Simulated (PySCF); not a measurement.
Compound: CH9NOSi2.
Cartesian coordinates in Å at the PBE0-D3(BJ)/def2-SVP level; atoms count from 1:
```
atom  x, y, z in Å
C1    -1.912   -1.006    0.198
Si2   -0.573    0.001    1.011
N3    -0.658    1.629    0.457
O4     0.892   -0.729    0.644
Si5    2.294   -0.241   -0.086
H6    -2.911   -0.663    0.506
H7    -1.839   -0.922   -0.898
H8    -1.809   -2.071    0.457
H9    -0.673    0.035    2.497
H10   -0.830    1.861   -0.513
H11   -0.201    2.388    0.948
H12    2.054    0.149   -1.512
H13    3.260   -1.375   -0.056
H14    2.900    0.931    0.620
```

The calculation used PySCF 2.14.0, PBE0-D3(BJ)/def2-SVP geometry optimisation, gas phase.

Take the most abundant isotopes and a rigid rotor. The values belong to one conformer with, in the numbering `[CH3:1][Si@H:2]([NH2:3])[O:4][SiH3:5]`, C1–Si2–N3–H -42° and 163°, C1–Si2–O4–Si5 123°.

Task: Give the principal moments of inertia and the rotational constants in MHz.

Result: Ia = 98.92, Ib = 280.61, Ic = 333.65 u·Å²; 505379 MHz·u·Å²/I gives A = 5109, B = 1801, C = 1515 MHz.

Task: What kind of rotor is it?

Result: An asymmetric top: κ = (2 × 1801 − 5109 − 1515)/(5109 − 1515) = -0.84.

Task: What does the inertial defect say?

Result: Not planar: Δ = Ic − Ia − Ib = -45.87 u·Å². For a rigid frame Δ = −2 Σ m c², so Σ m c² = 22.94 u·Å² lies off the ab plane: 10.96 from hydrogen and 11.97 from heavier atoms. The atom farthest from that plane is 1.86 Å away.

Task: Give the other two planar moments, Paa and Pbb, and the rms extents of the mass along the axes.

Result: Paa = Σ m a² = (Ib + Ic − Ia)/2 = 257.67 and Pbb = Σ m b² = (Ia + Ic − Ib)/2 = 75.99 u·Å². With the mass M = 107.02 u, the rms extents √(P/M) along a, b and c are 1.55, 0.84, 0.46 Å.

Task: Where do the levels up to J = 4 lie, in MHz?

Result: Above 0(0,0):
J = 1: 1(0,1) 3316, 1(1,1) 6624, 1(1,0) 6910
J = 2: 2(0,2) 9929, 2(1,2) 12969, 2(1,1) 13828, 2(2,1) 23751, 2(2,0) 23769
J = 3: 3(0,3) 19806, 3(1,3) 22475, 3(1,2) 24193, 3(2,2) 33698, 3(2,1) 33787, 3(3,1) 50964, 3(3,0) 50965
J = 4: 4(0,4) 32895, 4(1,4) 35132, 4(1,3) 37991, 4(2,3) 46947, 4(2,2) 47210, 4(3,2) 64261, 4(3,1) 64266, 4(4,1) 88388, 4(4,0) 88388

Task: Which types of transition are allowed, and where do some lines up to J = 2 fall?

Result: The dipole components are |μa| = 0.56 D, |μb| = 1.22 D, |μc| = 1.03 D. The squared components, which scale the intensities, stand as 0.21 : 1.00 : 0.72 (a : b : c). Some lines, for components of 0.1 D or more:

| type | branch | J(Ka,Kc) | MHz | lower level (cm⁻¹) |
| --- | --- | --- | --- | --- |
| a | Q | 2(1,1) ← 2(1,2) | 859 | 0.433 |
| c | Q | 2(1,2) ← 2(0,2) | 3039 | 0.331 |
| b | R | 2(0,2) ← 1(1,1) | 3306 | 0.221 |
| a | R | 1(0,1) ← 0(0,0) | 3316 | 0.000 |
| b | Q | 2(1,1) ← 2(0,2) | 3898 | 0.331 |
| b | R | 1(1,1) ← 0(0,0) | 6624 | 0.000 |
| c | R | 1(1,0) ← 0(0,0) | 6910 | 0.000 |
| c | Q | 2(2,1) ← 2(1,1) | 9924 | 0.461 |
| b | Q | 2(2,0) ← 2(1,1) | 9941 | 0.461 |
| c | R | 2(1,1) ← 1(0,1) | 10512 | 0.111 |
| b | Q | 2(2,1) ← 2(1,2) | 10783 | 0.433 |
| b | R | 2(2,1) ← 1(1,0) | 16841 | 0.230 |
| c | R | 2(2,0) ← 1(1,0) | 16859 | 0.230 |
| c | R | 2(2,1) ← 1(1,1) | 17128 | 0.221 |

No PBE0-D3(BJ)/def2-SVP frequencies stand behind this structure, so it isn't proved a minimum. Zero-point vibration and centrifugal distortion are left out. A rigid rotor knows nothing of inversion at nitrogen or internal rotation, which can split or shift real lines. Quadrupole hyperfine structure (14N) is left out.
